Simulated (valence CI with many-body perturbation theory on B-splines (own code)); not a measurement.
Xe XXIV: key properties

Computed by configuration interaction combined with many-body perturbation theory (CI+MBPT): three valence electrons over a frozen Dirac-Fock core [Ar] 3d10, a basis of 9 s, 9 p, 8 d, 6 f, 3 g, 1 h functions for each j, with the one-electron correlation potential Σ1, the two-electron term Σ2, the three-electron term Σ3, Breit, model QED; selected CI, second order for the rest, scaled by the run's own slope (own B-spline code, finite nucleus).

No measured levels were compared; by estimate levels hold to about 250 cm⁻¹ or 0.2 % of their energy and the worst to 1 %, as in measured heavy ions of charge 2 to 7; those with d or f electrons hold less well.

Levels are named by their leading jj configuration (3d3/2^4 stands for four electrons in 3d with j = 3/2), which in mixed levels can hold well under half, so a name can repeat and another be missing.

Rates and lifetimes use the calculated energies. Strong lines usually hold to 10 to 20 %, long lifetimes can be off by a factor of two.

Problem. What is the ground level?

Solution. (4s^2 4p1/2) J=1/2, composition 99 % 4s2 4p 2P°, g = 0.663.

Problem. Name the longest-lived excited levels whose lifetime is computed, and their main decay.

Solution. (4s 4p3/2 4d5/2) J=9/2 at 166.67 eV lives 62.8 μs, mostly by M1 to (4s 4p1/2 4d5/2) J=7/2; (4s^2 4p3/2) J=3/2 at 17.29 eV lives 40.6 μs, mostly by M1 to (4s^2 4p1/2) J=1/2.

Problem. Among levels below 181.06 eV, which E1 lines absorb most strongly from the ground level?

Solution. to (4s^2 4d3/2) J=3/2 at 11.36 nm, f = 0.779; to (4s 4p1/2 4p3/2) J=1/2 at 16.25 nm, f = 0.426; to (4s 4p1/2 4p3/2) J=3/2 at 17.11 nm, f = 0.315.

Problem. What are the static dipole polarisabilities of the lowest levels?

Solution. (4s^2 4p1/2) J=1/2 0.188; (4s^2 4p3/2) J=3/2 0.199 (tensor 0.017) bohr³, of which the core gives 0.0116.

Problem. What is the ionisation energy?

Solution. 737.48 eV; NIST lists 736 ± 4 eV (theoretical).

Problem. Where does the other parity begin?

Solution. At (4s 4p1/2^2) J=1/2, 49.43 eV.

Problem. How well does LS coupling describe the low levels?

Solution. Among the lowest 20 levels the leading LS term, summed over configurations, holds 80 % on average. For single configurations the figures are 77 % in LS and 88 % in jj coupling. Terms mix most in the J = 3/2 level at 125.04 eV, where the leading one holds 39 %.
